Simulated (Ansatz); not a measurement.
Ansatz (an electronic-structure program) input (B3LYP-D3(BJ)/def2-TZVP):

Ansatz 0.2 input:
```yaml
crystal:
  periodic: [false, false, false]
  atoms:
    - {symbol: Ge, position_ang: [0.45971327, -0.54685647, 0.74244815]}
    - {symbol: O, position_ang: [2.01997716, -0.93290290, 0.28985494]}
    - {symbol: Br, position_ang: [-0.88201833, 0.71321801, -0.74506229]}
basis:
  gaussian:
    orbitals: def2-TZVP
hamiltonian:
  xc: b3lyp
  dispersion: d3bj
magnetization: {spin_polarized: true, initial_magnetization: 1}
phonons: {temperatures: {t_min: 298.15, t_max: 298.15, t_step: 100}}
```

Output:

```
Functional definition: B3LYP
integrals: 0.08 GiB planned
897 factors; integrals over basis functions are off by at most 2.3e-4 eV
mean field: 1.02 GiB planned
mean field evaluation 1: about -128603.4237 eV, gradient 5.3e1 eV
mean field evaluation 2: about -128440.5693 eV, gradient 1.5e2 eV
mean field evaluation 4: about -128612.7020 eV, gradient 1.9e1 eV
mean field evaluation 8: about -128614.3671 eV, gradient 9.6e-1 eV
mean field evaluation 16: about -128614.4056 eV, gradient 2.0e-3 eV
mean field evaluation 32: about -128613.1440 eV, gradient 9.6e0 eV
mean field -128614.40556454 eV, -4726.4922265217 hartree, gradient 7.7e-5 eV, S^2 0.759205; 4 other end points of the search recorded, 0 dependent functions left out
the calculation of the forces begins
reference -128614.40576932 eV, -4726.4922340470 hartree; 38, 37 occupied and 89, 90 virtual orbitals, 897 factors
these checks for a lower state are left out or cut short: stability, starts, cluster_reference, orbital_swaps, neighbouring_geometries, increment
integrals: 0.08 GiB planned
897 factors; integrals over basis functions are off by at most 2.3e-4 eV
mean field: 1.02 GiB planned
mean field -128614.40553260 eV, -4726.4922253478 hartree, gradient 2.5e-6 eV, S^2 0.759156; 0 other end points of the search recorded, 0 dependent functions left out
the calculation of the forces begins
reference -128614.40573736 eV, -4726.4922328727 hartree; 38, 37 occupied and 89, 90 virtual orbitals, 897 factors
these checks for a lower state are left out or cut short: stability, starts, cluster_reference, orbital_swaps, neighbouring_geometries, increment
integrals: 0.08 GiB planned
897 factors; integrals over basis functions are off by at most 2.3e-4 eV
mean field: 1.02 GiB planned
mean field -128614.40554719 eV, -4726.4922258841 hartree, gradient 2.8e-6 eV, S^2 0.759255; 0 other end points of the search recorded, 0 dependent functions left out
the calculation of the forces begins
reference -128614.40575198 eV, -4726.4922334098 hartree; 38, 37 occupied and 89, 90 virtual orbitals, 897 factors
these checks for a lower state are left out or cut short: stability, starts, cluster_reference, orbital_swaps, neighbouring_geometries, increment
integrals: 0.08 GiB planned
897 factors; integrals over basis functions are off by at most 2.3e-4 eV
mean field: 1.02 GiB planned
mean field -128614.40551780 eV, -4726.4922248041 hartree, gradient 2.4e-6 eV, S^2 0.759156; 0 other end points of the search recorded, 0 dependent functions left out
the calculation of the forces begins
reference -128614.40572259 eV, -4726.4922323300 hartree; 38, 37 occupied and 89, 90 virtual orbitals, 897 factors
these checks for a lower state are left out or cut short: stability, starts, cluster_reference, orbital_swaps, neighbouring_geometries, increment
integrals: 0.08 GiB planned
897 factors; integrals over basis functions are off by at most 2.3e-4 eV
mean field: 1.02 GiB planned
mean field -128614.40550999 eV, -4726.4922245171 hartree, gradient 2.1e-6 eV, S^2 0.759255; 0 other end points of the search recorded, 0 dependent functions left out
the calculation of the forces begins
reference -128614.40571475 eV, -4726.4922320417 hartree; 38, 37 occupied and 89, 90 virtual orbitals, 897 factors
these checks for a lower state are left out or cut short: stability, starts, cluster_reference, orbital_swaps, neighbouring_geometries, increment
integrals: 0.08 GiB planned
897 factors; integrals over basis functions are off by at most 2.3e-4 eV
mean field: 1.02 GiB planned
mean field evaluation 64: about -128614.3710 eV, gradient 2.3e-1 eV
mean field -128614.40554241 eV, -4726.4922257082 hartree, gradient 1.3e-6 eV, S^2 0.759230; 0 other end points of the search recorded, 0 dependent functions left out
the calculation of the forces begins
reference -128614.40574717 eV, -4726.4922332330 hartree; 38, 37 occupied and 89, 90 virtual orbitals, 897 factors
these checks for a lower state are left out or cut short: stability, starts, cluster_reference, orbital_swaps, neighbouring_geometries, increment
integrals: 0.08 GiB planned
897 factors; integrals over basis functions are off by at most 2.3e-4 eV
mean field: 1.02 GiB planned
mean field -128614.40558048 eV, -4726.4922271073 hartree, gradient 1.4e-6 eV, S^2 0.759180; 0 other end points of the search recorded, 0 dependent functions left out
the calculation of the forces begins
reference -128614.40578527 eV, -4726.4922346332 hartree; 38, 37 occupied and 89, 90 virtual orbitals, 897 factors
these checks for a lower state are left out or cut short: stability, starts, cluster_reference, orbital_swaps, neighbouring_geometries, increment
integrals: 0.08 GiB planned
897 factors; integrals over basis functions are off by at most 2.3e-4 eV
mean field: 1.02 GiB planned
mean field -128614.40553962 eV, -4726.4922256057 hartree, gradient 1.8e-6 eV, S^2 0.759259; 0 other end points of the search recorded, 0 dependent functions left out
the calculation of the forces begins
reference -128614.40574440 eV, -4726.4922331312 hartree; 38, 37 occupied and 89, 90 virtual orbitals, 897 factors
these checks for a lower state are left out or cut short: stability, starts, cluster_reference, orbital_swaps, neighbouring_geometries, increment
integrals: 0.08 GiB planned
897 factors; integrals over basis functions are off by at most 2.3e-4 eV
mean field: 1.02 GiB planned
mean field -128614.40548988 eV, -4726.4922237779 hartree, gradient 2.0e-6 eV, S^2 0.759151; 0 other end points of the search recorded, 0 dependent functions left out
the calculation of the forces begins
reference -128614.40569465 eV, -4726.4922313030 hartree; 38, 37 occupied and 89, 90 virtual orbitals, 897 factors
these checks for a lower state are left out or cut short: stability, starts, cluster_reference, orbital_swaps, neighbouring_geometries, increment
integrals: 0.08 GiB planned
897 factors; integrals over basis functions are off by at most 2.3e-4 eV
mean field: 1.02 GiB planned
mean field evaluation 96: about -128614.4056 eV, gradient 1.3e-6 eV
mean field -128614.40557191 eV, -4726.4922267923 hartree, gradient 1.4e-6 eV, S^2 0.759230; 0 other end points of the search recorded, 0 dependent functions left out
the calculation of the forces begins
reference -128614.40577671 eV, -4726.4922343186 hartree; 38, 37 occupied and 89, 90 virtual orbitals, 897 factors
these checks for a lower state are left out or cut short: stability, starts, cluster_reference, orbital_swaps, neighbouring_geometries, increment
integrals: 0.08 GiB planned
897 factors; integrals over basis functions are off by at most 2.3e-4 eV
mean field: 1.02 GiB planned
mean field -128614.40551926 eV, -4726.4922248577 hartree, gradient 1.3e-6 eV, S^2 0.759181; 0 other end points of the search recorded, 0 dependent functions left out
the calculation of the forces begins
reference -128614.40572401 eV, -4726.4922323820 hartree; 38, 37 occupied and 89, 90 virtual orbitals, 897 factors
these checks for a lower state are left out or cut short: stability, starts, cluster_reference, orbital_swaps, neighbouring_geometries, increment
integrals: 0.08 GiB planned
897 factors; integrals over basis functions are off by at most 2.3e-4 eV
mean field: 1.02 GiB planned
mean field -128614.40553026 eV, -4726.4922252619 hartree, gradient 2.6e-6 eV, S^2 0.759201; 0 other end points of the search recorded, 0 dependent functions left out
the calculation of the forces begins
reference -128614.40573501 eV, -4726.4922327863 hartree; 38, 37 occupied and 89, 90 virtual orbitals, 897 factors
these checks for a lower state are left out or cut short: stability, starts, cluster_reference, orbital_swaps, neighbouring_geometries, increment
integrals: 0.08 GiB planned
897 factors; integrals over basis functions are off by at most 2.3e-4 eV
mean field: 1.02 GiB planned
mean field -128614.40558782 eV, -4726.4922273771 hartree, gradient 2.5e-6 eV, S^2 0.759210; 0 other end points of the search recorded, 0 dependent functions left out
the calculation of the forces begins
reference -128614.40579262 eV, -4726.4922349033 hartree; 38, 37 occupied and 89, 90 virtual orbitals, 897 factors
Total energy: -128614.53785543 eV, -4726.4970881221 hartree
Atom 0 at     0.459713    -0.546856     0.742448 Å, force     0.000512    -0.000164    -0.000073 eV/Å
Atom 1 at     2.019977    -0.932903     0.289855 Å, force    -0.000489     0.000131     0.000122 eV/Å
Atom 2 at    -0.882018     0.713218    -0.745062 Å, force    -0.000023     0.000033    -0.000049 eV/Å
Dipole moment:    -0.438700     0.038085     0.269733 e Å
Vibrations: 130.42 258.59 811.46 cm⁻¹, zero-point energy 0.074420 eV
```

It need not be the lowest isomer of its formula.
